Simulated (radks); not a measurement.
Question: Ionisation of the germanium ion Ge13+, [Ar] 3d1, to [Ar] as the strength of local exchange is varied. Method: Dirac Kohn-Sham, Slater X-alpha exchange (alpha = 2/3 is LDA exchange), no correlation, spin-unpolarised, spherical densities, finite nucleus; open shells fill j = l - 1/2 first; Fermi nuclear charge, rms radius 4.0742 fm; computed with a radial shooting solver on a logarithmic mesh with Libxc functionals.

| alpha | E(Ge13+) (hartree) | exchange (hartree) | IE (eV) | -e of the level emptied (eV) | <r> of it (bohr) |
|---|---|---|---|---|---|
| 0.667 | -2017.62144 | -61.26273 | 405.49 | 384.15 (3d3/2) | 0.5230 |
| 0.728 | -2023.22983 | -67.00044 | 409.39 | 388.01 (3d3/2) | 0.5207 |
| 0.729 | -2023.32187 | -67.09469 | 409.46 | 388.08 (3d3/2) | 0.5206 |
| 0.916 | -2040.58586 | -84.82626 | 421.56 | 400.06 (3d3/2) | 0.5136 |
| 0.961 | -2044.75617 | -89.12497 | 424.51 | 402.97 (3d3/2) | 0.5120 |
| ? | -2035.31231 | -79.39891 | 417.85 | 396.38 (3d3/2) | 0.5157 |

Which alpha was used in the last row?

Answer: alpha = 0.859. NIST Atomic Spectra Database: 407 +/- 3 eV (theoretical). The Delta-SCF value meets it near alpha = 0.69. Spin polarisation and multiplet splitting are left out, so open shells lie too high by an amount that depends on their filling.

Beside tabulated values, note that spin-unpolarised runs miss the spin-polarisation part of the exchange energy of open shells.
